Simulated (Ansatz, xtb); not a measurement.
# Two isomers of C3H4BrCl

We compare a, `Cl[C@@H]1C[C@@H]1Br`, a singlet, with b, `ClC1(Br)CC1`, a singlet. Both are isolated molecules in the gas phase, relaxed with PBE-D3(BJ)/def2-SVP.

a (Å):

```csv
atom,x (Å),y (Å),z (Å)
C,-1.7255,2.0173,-1.3279
C,-1.1264,0.6325,-1.3729
C,-1.1274,1.4104,-0.0811
Br,-2.2300,0.8597,1.3906
Cl,-3.4671,2.2326,-1.5000
H,-1.1746,2.8564,-1.7817
H,-0.1720,0.4746,-1.9010
H,-1.8435,-0.1997,-1.4466
H,-0.1857,1.8469,0.2854
```

b (Å):

```yaml
atoms:
  - { symbol: C, position_ang: [-1.6022, 1.8809, -1.3760] }
  - { symbol: C, position_ang: [-1.8157, 1.3769, 0.0209] }
  - { symbol: C, position_ang: [-0.9719, 0.5822, -0.9673] }
  - { symbol: Br, position_ang: [-0.4490, 3.4207, -1.6296] }
  - { symbol: Cl, position_ang: [-2.9653, 1.8386, -2.5060] }
  - { symbol: H, position_ang: [-1.3036, 1.9092, 0.8369] }
  - { symbol: H, position_ang: [-2.8239, 1.0068, 0.2632] }
  - { symbol: H, position_ang: [-1.4011, -0.3332, -1.4031] }
  - { symbol: H, position_ang: [0.1202, 0.5683, -0.8305] }
```

Problem. Which of the two would you expect CCSD(T)/def2-SVP + ΔMP2/def2-TZVPP electronic energies to favour?

Solution. CCSD(T)/def2-SVP + ΔMP2/def2-TZVPP gives E(b) − E(a) = +0.05 kcal/mol, slightly favouring structure a, which is too small a margin to settle the true order.

The same difference at several levels:

```csv
level,geometry,E(b) − E(a) (kcal/mol),departure from the last row (kcal/mol),"job, with rough time for the two"
GFN2-xTB,GFN2-xTB,−1.21,−1.25,"optimisation, 0.31 s"
HF/STO-3G,GFN2-xTB,+0.39,+0.35,"single point, 1.1 s"
r2SCAN-D4/def2-SVP,GFN2-xTB,+0.03,−0.02,"single point, 7.2 s"
PBE-D3(BJ)/def2-SVP,PBE-D3(BJ)/def2-SVP,+0.23,+0.18,"optimisation, 33 s"
HF/def2-SVP,PBE-D3(BJ)/def2-SVP,+1.65,+1.60,part of the CCSD(T) run
MP2/def2-SVP,PBE-D3(BJ)/def2-SVP,−0.27,−0.31,part of the CCSD(T) run
CCSD(T)/def2-SVP,PBE-D3(BJ)/def2-SVP,+0.06,+0.01,single point
CCSD(T)/def2-SVP + ΔMP2/def2-TZVPP,PBE-D3(BJ)/def2-SVP,+0.05,,"single point, 80 s"
```

As drawn, both hold the same kinds of bond in the same numbers.

The largest departure from CCSD(T)/def2-SVP + ΔMP2/def2-TZVPP is that of HF/def2-SVP, 1.60 kcal/mol. The last row adds to CCSD(T) the change of the MP2 difference between the two basis sets, here −0.01 kcal/mol.

With thermal terms from frequencies at re-optimised GFN2-xTB minima (ideal gas, soft modes damped towards free rotors, one conformer each, 298.15 K, 1 atm): the zero-point term adds −0.05 kcal/mol; ΔH is +0.07 and ΔG +0.12 kcal/mol.

The correlated steps freeze 17 core orbitals; the filled d shell of Br is correlated, in a basis made for valence electrons. Mirror images aren't counted in ΔG. Programs: Ansatz 0.2.0, xtb 6.7.1; the last row on 2 threads of Intel(R) Xeon(R) Processor @ 2.50GHz (Skylake/Cascade Lake) on a shared host.
